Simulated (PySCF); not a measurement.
UHF on W (tungsten, neutral)

Configuration: [Xe] 4f14 5d6, high-spin 5D determinant (an excited configuration). Computed with PySCF 2.14 in def2-TZVPPD with the def2 core potential (60 electrons) (6s5p3d2f1g, 59 functions), with scalar relativity through the core potential.

```json
{"Total energy": "-66.159065 hartree", "One-electron energy": "-114.0122 hartree", "Hartree (Coulomb) energy": "54.9419 hartree", "Exchange energy": "-7.0887 hartree", "⟨S²⟩": "6.0163", "⟨L²⟩": "6.321", "Sum of ⟨r⟩": "23.52 bohr", "Sum of ⟨r²⟩": "50.98 bohr²", "Traceless quadrupole moment −½Σ⟨3z² − r²⟩ along its main axis": "3.74 e·bohr²"}
```

```
shell  electrons  mean orbital energy (hartree)  spread (hartree)  rms radius, mean of both spins (bohr)
 5s α          1                       -3.31237                 0                                   1.17
 5s β          1                       -3.17955                 0                                   1.17
 5p α          3                       -1.85260           0.03904                                   1.38
 5p β          3                       -1.64619           0.01670                                   1.38
 5d α          5                       -0.23983           0.04226                                   2.48
 5d β          1                       -0.11853                 0                                   2.48
```

Energies and moments cover only the electrons outside the core potential. Spin-orbit coupling, absent here, splits the open shell strongly.
